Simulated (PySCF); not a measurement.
# Exercise with solution: chemical shift, span and skew from a shielding tensor

Se(F)(OMe) (CH3FOSe), SMILES CO[Se]F. Atoms are numbered in the order given.

```xyz
7

Se     0.0038     0.3875     0.5493
F     -1.6763     0.1210     0.0654
O      0.7740    -0.9330    -0.3294
C      0.9555    -0.7641    -1.7258
H      1.4502     0.1928    -1.9610
H      1.5904    -1.5972    -2.0596
H     -0.0091    -0.8112    -2.2554
```
Charge 0, spin multiplicity 1.

Coordinates come from a PBE0-D3(BJ)/def2-SVP optimisation. One conformer was computed; it need not be the lowest.

GIAO shieldings from PBE0/pcSseg-1 (PySCF), non-relativistic, no solvent. The symmetric part of the tensor of F2 has the principal values 97.2, 232.1, 1038.0 ppm. The same nucleus in CFCl3 has σ = 167.2 ppm at this level (PySCF, at its B3LYP-D3(BJ)/def2-TZVP geometry).

**Question.** Work out the isotropic shielding, the ¹⁹F shift against CFCl3, the span and the skew.

**Answer.** 
σ(iso) = (σ11 + σ22 + σ33)/3 = 455.8 ppm. δ = σ(ref) − σ(iso) = 167.2 − (455.8) = -288.6 ppm.
Span Ω = σ33 − σ11 = 940.8 ppm. Skew κ = 3(σ(iso) − σ22)/Ω = 0.71. Tumbling in solution averages the tensor to δ; in a static solid the shielding alone would spread this spin-1/2 line over Ω.
